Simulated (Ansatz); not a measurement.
Start from `S[SiH]1BCC1` and change one atom or group to get `C[SiH]1BCC1`.

Ansatz, PBE0-D4/def2-TZVP geometries, multiplicity 1. Each molecule was computed in one conformer, which needn't be the lowest.

```tsv
property	`S[SiH]1BCC1`
HOMO–LUMO gap (PBE/def2-TZVPP) / eV	2.93
LUMO energy (PBE/def2-TZVPP) / eV	-3.05
LUMO energy (ωB97M-V/def2-TZVPP) / eV	-0.13
LUMO energy (PBE0/def2-TZVPP) / eV	-2.08
HOMO–LUMO gap (PBE0/def2-TZVPP) / eV	5.10
HOMO energy (ωB97M-V/def2-TZVPP) / eV	-9.35
```

Question: Give the same properties after the change, and the shifts. (Best estimate.)

Answer: The calculation gave: 
```csv
property,`C[SiH]1BCC1`,shift
HOMO–LUMO gap (PBE/def2-TZVPP) / eV,3.19,0.26
LUMO energy (PBE/def2-TZVPP) / eV,-2.71,0.34
LUMO energy (ωB97M-V/def2-TZVPP) / eV,0.20,0.33
LUMO energy (PBE0/def2-TZVPP) / eV,-1.73,0.35
HOMO–LUMO gap (PBE0/def2-TZVPP) / eV,5.33,0.23
HOMO energy (ωB97M-V/def2-TZVPP) / eV,-9.21,0.14
```

With PBE0 the HOMO rises by 0.12 eV and the LUMO rises by 0.35 eV, so the gap widens by about 0.23 eV. PBE moves the HOMO by 0.08 eV and ωB97M-V by 0.14 eV.
